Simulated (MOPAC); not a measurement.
MOPAC input (PM6):

```
PM6 PRECISE GNORM=0.05 LET XYZ GEO-OK AUX(PRECISION=9) THREADS=1
BFO

F    -0.00000000 1   -0.00000000 1   -1.19889826 1
B     0.00000000 1    0.00000000 1    0.08714772 1
O     0.00000000 1    0.00000000 1    1.29429322 1
```

Task: What heat of formation does the run end on?

Result: -143.13 kcal/mol.
